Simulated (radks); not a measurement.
Problem. Species: Se. Configuration: [Ar] 3d10 4s2 4p(up 2.25, down 1.75) (fractional occupations, a model configuration). All-electron calculation, non-relativistic Kohn-Sham, LDA (Slater exchange, Perdew-Wang correlation), spin-polarised, spherical densities, point nucleus. Program: a radial shooting solver on a logarithmic mesh with Libxc functionals. Some entries of the table are withheld. Estimate them.

orbital,occ.,eigenvalue (hartree),r(max) (bohr)
1s up,1,-451.3005,0.02975
1s down,1,-451.2995,0.02975
2s up,1,-57.31187,0.1684
2s down,1,-57.31126,0.1684
2p up,3,-51.51447,0.1333
2p down,3,-51.51357,0.1333
3s up,1,-7.54739,0.5124
3s down,1,-7.54606,0.5124
3p up,3,-5.55381,0.5045
3p down,3,-5.55230,0.5045
3d up,5,-2.01196,(1)
3d down,5,-2.00991,(2)
4s up,1,-0.62710,1.530
4s down,1,-0.61464,1.528
4p up,2.25,-0.25128,1.806
4p down,1.75,-0.23975,1.807

Solution. 
(1) 3d up r(max) (bohr): 0.4504
(2) 3d down r(max) (bohr): 0.4504
